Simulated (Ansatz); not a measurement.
Cost and result for the atomization energy of CH₃BClNOTe, SMILES `OC1([TeH])NB1Cl` (9 atoms, 9 bonds).

```
atom   x (Å)   y (Å)   z (Å)
  O1  -1.439   0.528  -0.083
  C2  -0.181  -0.047   0.103
 Te3   0.657   0.401   2.049
  N4   0.649   0.042  -1.062
  B5   0.319  -1.233  -0.762
 Cl6   0.458  -2.878  -1.240
  H7  -1.968   0.345   0.699
  H8   0.443   2.039   1.868
  H9   1.063   0.803  -1.573
```

Total charge 0; spin multiplicity 1. Correlated methods include outer-core shells of Te, which these sets cover unevenly. Te takes the def2 core potential. All single points use the PBE0-D4/def2-TZVP geometry. It is one conformer, not always the lowest. Program: Ansatz. All runs use 4 threads of an Arm Neoverse V2 on a shared host. Times are those of one run each, without the atoms' runs, and a repeat can differ threefold. Electronic energies, without spin–orbit coupling; frozen cores. CCSD(T)/CBS adds CCSD(T) − MP2 in def2-TZVPP to the MP2 limit, and its time is that of the two runs behind it. T1 = 0.013. With those shells the extrapolation isn't a true limit. B3LYP takes the VWN-RPA correlation (the form of Gaussian; ORCA's B3LYP/G).

CCSD(T)/CBS is a level of theory with its own doubt, some kJ/mol a heavy atom from the limit and from the frozen cores, so smaller differences don't rank the functionals.

| level | functions | wall time | atomization (kJ/mol) | difference from CCSD(T)/CBS | per bond |
| --- | --- | --- | --- | --- | --- |
| BLYP-D4/def2-TZVPP | 258 | 2.3 s | 3216.4 | 37.2 | 4.1 |
| revPBE-D4/def2-TZVPP | 258 | 2.4 s | 3227.7 | 48.5 | 5.4 |
| PBE-D4/def2-TZVPP (with forces) | 258 | 2.9 s | 3346.4 | 167.2 | 18.6 |
| r2SCAN-D4/def2-TZVPP (with forces) | 258 | 5.5 s | 3206.1 | 26.9 | 3.0 |
| B3LYP-D4/def2-TZVPP (with forces) | 258 | 6 s | 3180.3 | 1.1 | 0.1 |
| r2SCANh-D4/def2-TZVPP | 258 | 6.5 s | 3167.8 | -11.4 | -1.3 |
| B97M-V/def2-TZVPP | 258 | 9 s | 3202.1 | 22.9 | 2.5 |
| ωB97X-V/def2-TZVPP | 258 | 9.5 s | 3195.5 | 16.3 | 1.8 |
| CCSD(T)/def2-SVP | 115 | 12 s | 2951.4 | -227.8 | -25.3 |
| ωB97M-V/def2-TZVPP (with forces) | 258 | 14 s | 3194.8 | 15.6 | 1.7 |
| MP2/def2-QZVPP | 470 | 24 s | 3254.2 | 75.0 | 8.3 |
| CCSD(T)/def2-TZVPP | 258 | 5.8 min | 3057.2 | -122.0 | -13.6 |
| CCSD(T)/CBS(def2) | – | 6.2 min | 3179.2 | 0.0 | 0.0 |

In def2-TZVPP, CCSD(T) changes the Hartree–Fock value by +1031.1 kJ/mol (the triples alone add +86.9 kJ/mol) and MP2 by +1156.2 kJ/mol; breaking electron pairs costs correlation energy, which Hartree–Fock lacks. From r2SCAN to r2SCAN0 (25 % exact exchange), in def2-TZVPP and without D4, the atomization energy moves by −94.9 kJ/mol: exact exchange takes away binding that semilocal exchange gives to molecules. The D4 term adds +43.4 kJ/mol with B3LYP and +22.8 kJ/mol with PBE0; it sums over pairs of atoms, weighted by their polarisabilities, and B3LYP, whose exchange is more repulsive, gets the larger term.

Spin–orbit coupling would lower the free Te atoms strongly, and the atomization energy with them, by more than many differences here.
